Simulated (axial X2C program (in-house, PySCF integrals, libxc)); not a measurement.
## Spin–orbit effects down a group: molecules with H (ions), HF

Calculated with an axial X2C code built on PySCF integrals, spin-free (one-electron X2C) or two-component (2c: spin–orbit coupling with atomic mean-field Coulomb and Gaunt terms, which also bring small scalar terms), in Dyall basis sets with cores contracted in-house; open shells are unrestricted.

Basis sets: Cs dyall-cv3z, H dyall-v3z, K dyall-cv3z, Li dyall-cv3z, Na dyall-cv3z, Rb dyall-cv3z.

```csv
molecule,spin-free state,Re (Å),ωe (cm⁻¹),De (eV),2c state,Re 2c (Å),ωe 2c (cm⁻¹),De 2c (eV)
LiH⁺,"M_S = 1/2, Λ = 0",2.219,422.4,0.13,Ω = 1/2,2.219,422.4,0.13
NaH⁺,?,?,?,?,?,?,?,?
KH⁺,"M_S = 1/2, Λ = 0",3.225,179.9,0.03,Ω = 1/2,3.225,179.8,0.03
RbH⁺,"M_S = 1/2, Λ = 0",3.460,151.2,0.02,Ω = 1/2,3.460,151.1,0.02
CsH⁺,"M_S = 1/2, Λ = 0",3.765,122.2,0.01,Ω = 1/2,3.766,122.1,0.01
```

Question: Estimate the 2c Re and ωe of NaH⁺ as the mean of its neighbours in the table.

Answer: Re ≈ 2.722 Å, ωe ≈ 301.1 cm⁻¹. The HF runs give the row below, so the estimate misses by 0.073 Å and 15.8 cm⁻¹.

```json
{"molecule": "NaH⁺", "spin-free state": "M_S = 1/2, Λ = 0", "Re (Å)": "2.649", "ωe (cm⁻¹)": "285.4", "De (eV)": "0.06", "2c state": "Ω = 1/2", "Re 2c (Å)": "2.649", "ωe 2c (cm⁻¹)": "285.3", "De 2c (eV)": "0.06"}
```

Fragments in 2c: Li+ + H, Na+ + H, K+ + H, Rb+ + H, Cs+ + H. Each entry is the lowest single determinant of a limited PBE0 search at one distance. De goes to single-determinant-based atoms at the same level (for ions the charge split of lowest energy) and is withheld (n/a) where an atom does not fit its ground term or J level. Main or longest-lived isotopes.
